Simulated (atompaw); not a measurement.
**Pseudopotential generation for H (Z = 1): PAW (atompaw), PBEsol, scalar-relativistic.**

The input file (atompaw 4.2.0.5):

```
H 1
GGA-PBESOL scalarrelativistic loggrid 1500 logderivrange -2 5 176
1 0 0 0 0 0
1 0 1
0 0 0
v
1
1.05 0.90 0.95 0.75
y
2.05
n
y
0.2
n
custom rrkj vanderbiltortho gaussian
2 0 vpsmatchnc
1.05
1.05
0.80
PWSCFOUT
UPFDX 0.0125d0 UPFXMIN -7.d0 UPFZMESH 1.d0
END
```

Command:

```bash
atompaw < H.input > H.log
```

The program printed (summary file):

```
Completed calculations for H (AE)

 Exchange-correlation type: GGA, Perdew-Burke-Ernzerhof modified (PBEsol)

 Radial integration grid is logarithmic
 r0 =   6.3033849E-03 h =   6.3033849E-03   n =      1500 rmax =   8.0000000E+01

 Scalar relativistic calculation

 AEatom converged in  19 iterations
   nz     =   1.00
   delta  =       1.195890242575E-18

 All Electron Orbital energies:
  n  l      occupancy      energy
  1  0      1.0000000E+00 -4.6539246E-01

 Total energy
   Total                    :       -0.89979651018982

 ---
 Completed calculations for H (SC)

 Exchange-correlation type: GGA, Perdew-Burke-Ernzerhof modified (PBEsol)

 Radial integration grid is logarithmic
 r0 =   6.3033849E-03 h =   6.3033849E-03   n =      1500 rmax =   8.0000000E+01

 Scalar relativistic calculation

 SCatom converged in   1 iterations
   nz     =   1.00
   delta  =       3.480550954551E-20

 Valence Electron Orbital energies:
  n  l      occupancy      energy
   1  0      1.0000000E+00 -4.6539246E-01

 Total energy
   Total                    :       -0.89979651018981
   Valence                  :       -0.89979651018981

 PAW parameters:
       lmax =            1
         rc =    1.0467353449525274
        irc =          813
   rc_shape =   0.89889493244792840
    rc_vloc =   0.94571194157889782
    rc_core =   0.74766911377562206
   Vloc: VPS match (norm-conservation) with l= 2;e=   0.0000E+00
   Projector type: RRKJ pseudization + Vanderbilt ortho.
   Gaussian compensation charge shape with gausstol =   1.0000E-04

 Number of basis functions     3
 No.   n  nodes  l      Energy         Cp coeff         Occ
  1    1    0    0   -0.4653925E+00  0.7732320E+03  0.1000000E+01
  2  999    1    0    0.2050000E+01  0.7051498E+02  0.0000000E+00
  3  999    0    1    0.2000000E+00 -0.4248071E+03  0.0000000E+00

 Eigenvalues of overlap operator (in the basis of projectors):
    1        5.08556753E-01
    2        4.70442225E+02
    3        7.47418482E+02

 Orbital leakage outside PAW augmentation regions
   orb  is_core?  %out_of_sphere
   1 0    F          68.98

 Summary of PAW energies
   Total valence energy     :     -0.89980165653810
   Smooth energy            :      1.83834906277568
   One center               :     -2.73815071931378
   Smooth kinetic           :      0.80904397331446
   Vloc energy              :     -0.00862845728227
   Smooth exch-corr         :     -0.46707591579513
   One-center xc            :     -0.01228497520997
```

The run took about 0.71 s on one core of a shared server CPU.
